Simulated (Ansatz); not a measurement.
A structure relaxed at PBE0-D4/def2-TZVP, charge 0, multiplicity 1:

```csv
atom,x (Å),y (Å),z (Å)
C1,-0.851,-0.868,-1.346
Sb2,1.097,0.003,-1.000
Si3,0.895,-0.143,1.561
S4,0.404,2.337,-1.048
H5,-1.590,-0.443,-0.668
H6,-0.790,-1.947,-1.194
H7,-1.138,-0.663,-2.377
H8,1.992,0.626,2.203
H9,0.963,-1.559,2.018
H10,-0.416,0.430,1.976
H11,-0.566,2.226,-0.124
```

(1) Give its formula and SMILES.

(2) Summarise the bond lengths by kind.

Answers

(1) CH7SSbSi, `[CH3][Sb]([SiH3])[SH]`.

(2) 1 × C–Sb 2.162 Å; 3 × C–H 1.089 to 1.091 Å; 1 × Sb–Si 2.573 Å; 1 × S–Sb 2.435 Å; 3 × H–Si 1.486 to 1.490 Å; 1 × H–S 1.344 Å.

Computed with Ansatz.
